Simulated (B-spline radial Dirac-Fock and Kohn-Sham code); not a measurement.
Elastic and transport cross sections of potassium for electrons

Model: relativistic (Dirac) partial waves in the static field of the Dirac-Fock atom with Furness-McCarthy exchange, without polarisation or absorption potentials. Program: a radial finite-basis atomic code. Below a few hundred eV the neglected polarisation potential matters, most of all at small angles. σ_tr1 and σ_tr2 weight the cross section with 1 − P₁ and 1 − P₂ of cos θ; "backward" is the share scattered beyond 90°.

```
energy (eV)  σ (a₀²)  σ_tr1 (a₀²)  σ_tr2 (a₀²)  σ/σ_tr1  backward (%)
         50     38.0         15.9         19.7     2.38            22
       65.7     32.9         13.7         14.8     2.41            21
       79.7        ?            ?            ?        ?             ?
        100     26.0         10.4         9.17     2.51            18
        103     25.6         10.1         8.87     2.53            18
        200     17.3         5.54         4.78     3.13            13
        217     16.5         5.08         4.49     3.26            12
        259     14.9         4.18         3.91     3.57            11
        300     13.7         3.53         3.48     3.89            10
        304     13.6         3.48         3.44     3.92            10
        313     13.4         3.36         3.36     3.99            10
```

Task: Fill in the row for 79.7 eV.

Result: σ = 29.6 a₀², σ_tr1 = 12.2 a₀², σ_tr2 = 11.9 a₀², σ/σ_tr1 = 2.44, backward 20 %. The ratio σ/σ_tr1 is roughly the number of elastic collisions that randomise the direction.

Values without a named source are computed, but for edge energies of neutral atoms, which are taken from tables.
